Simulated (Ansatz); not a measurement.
A run for Ansatz (a program for electronic structure): U-B3LYP/aug-cc-pVTZ on HLiO (SMILES [Li][OH]), a point of a bond scan (R = 0.951 Å).

Ansatz 0.2 input:
```yaml
crystal:
  periodic: [false, false, false]
  atoms:
    - {symbol: Li, position_ang: [-0.00000000, -0.00000000, -1.25872662]}
    - {symbol: O, position_ang: [0.00000000, 0.00000000, 0.31386950]}
    - {symbol: H, position_ang: [0.00000000, 0.00000000, 1.26522384]}
basis:
  gaussian:
    orbitals: aug-cc-pVTZ
hamiltonian:
  xc: {name: B3LYP}
magnetization: {spin_polarized: true, initial_magnetization: 0}
```

The head of its log:

```
WARN ansatz: RAYON_NUM_THREADS=1 ignored (pool sized by the plan → 1); use --threads N
Functional definition: B3LYP
integrals: 0.02 GiB planned
437 factors; their error is unknown
mean field: 0.33 GiB planned
mean field evaluation 1: about -2260.7915 eV, gradient 5.3e1 eV
mean field evaluation 2: about -2134.9322 eV, gradient 1.2e2 eV
```

Problem. Give the final energy of this run.

Solution. -83.4237 hartree.
